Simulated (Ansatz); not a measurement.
Gas-phase electronic energies from Ansatz, PBE0-D4/def2-TZVP geometries. CCSD(T)/CBS adds triple-zeta CCSD(T) − MP2 to the extrapolated MP2 energy (def2 sets, frozen cores). Functionals use def2-TZVPP. One conformer a species, not always the lowest.

`F[CH]1[CH2][Al]1[SiH3]` + `N[Si](N)(O)O` → `N[Si](N)(O)O[SiH3]` + `F[CH]1[CH2][AlH]1`  (cleavage of the Si–Al bond)

CCSD(T)/CBS gives -0.92 eV.

(1) Another level gave -0.82 eV. Which?
A. r2SCAN/def2-TZVPP
B. HF/def2-TZVPP
C. PBE0-D4/def2-TZVPP
D. MP2/def2-TZVPP

Largest T1 diagnostic among the species: 0.014.

## Answers

(1) A. r2SCAN -0.82, PBE0-D4 -0.73, HF/def2-TZVPP -1.16, MP2/def2-TZVPP -0.99 eV.

The D4 term adds −0.07 eV with B3LYP and −0.04 eV with PBE0; it sums over pairs of atoms, weighted by their polarisabilities, and B3LYP, whose exchange is more repulsive, gets the larger term. In def2-TZVPP, CCSD(T) changes the Hartree–Fock value by +0.26 eV (the triples alone add +0.04 eV) and MP2 by +0.17 eV.

B3LYP here is the variant with VWN-RPA as its local correlation; programs differ in this.
